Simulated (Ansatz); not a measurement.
Basis-set extrapolation for C$_{2}$H$_{4}$BClO (PBE0-D4/def2-TZVP geometry, frozen core, Ansatz). Multiplicity 1, RHF reference.

```csv
,def2-TZVPP,def2-QZVPP
HF,-637.113365,-637.134131
MP2 correlation,-0.855400,-0.920415
CCSD(T) correlation,-0.933565,not run
```

Energies in hartree. Use E(X) = E(∞) + A·exp(−7.88·√X) for Hartree–Fock and E(X) = E(∞) + B·X^(−2.97) for correlation, with X = 3 and 4, and add CCSD(T) minus MP2 of the smaller set to the MP2 limit.

Problem. What is the CCSD(T) energy at the basis-set limit?

Solution. HF limit: -637.134131 + (-0.020766) × 0.13774 = -637.13699. MP2 limit: -0.920415 + (-0.065015) × 0.74074 = -0.96857. Higher-order term: -0.933565 − (-0.855400) = -0.07816. Total: -638.18372 hartree, 85.8 kcal/mol below CCSD(T)/def2-TZVPP.
